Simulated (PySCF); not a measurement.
**How methods differ on the ionisation energy of Si⁹⁺**

Si⁹⁺ [He] 2s2 2p1 (2P) → Si¹⁰⁺ [He] 2s2 (1S), as a difference of total energies. Calculation: PySCF 2.14, in an uncontracted even-tempered set (18 s from 0.72 bohr⁻², ratio 2.2; 11 p from 0.94 bohr⁻², ratio 2.2; 6 d from 5.3 bohr⁻², ratio 2.4; 5 f from 8 bohr⁻², ratio 2.4; 5 g from 12 bohr⁻², ratio 2.4); the non-relativistic Hamiltonian (point nucleus). Correlated levels: nothing frozen; virtual orbitals above 40 to 60 times the deepest correlated orbital energy dropped. The calculations carry no spin-orbit coupling.

| method | ionisation energy (eV) | plus first-order spin-orbit estimate | difference from reference of that sum (eV) |
| --- | --- | --- | --- |
| UHF | 401.11 | 401.69 | +0.31 |
| LDA | 400.98 | 401.56 | +0.18 |
| PBE | 401.97 | 402.55 | +1.17 |
| PBE0 | 401.94 | 402.52 | +1.14 |
| r2SCAN | 402.47 | 403.06 | +1.68 |
| B2PLYP | 402.03 | 402.61 | +1.23 |
| BP86 | 402.06 | 402.64 | +1.26 |
| MP2 (all electrons) | 401.20 | 401.78 | +0.40 |
| SCS-MP2 (all electrons) | 401.04 | 401.62 | +0.24 |

Reference: 401.38 eV (semi-empirical (NIST evaluation); NIST Atomic Spectra Database, ionization energies).

A first-order spin-orbit estimate (lowest level to lowest level, LS coupling) adds 0.581 eV.

These non-relativistic numbers lack the scalar-relativistic shift.
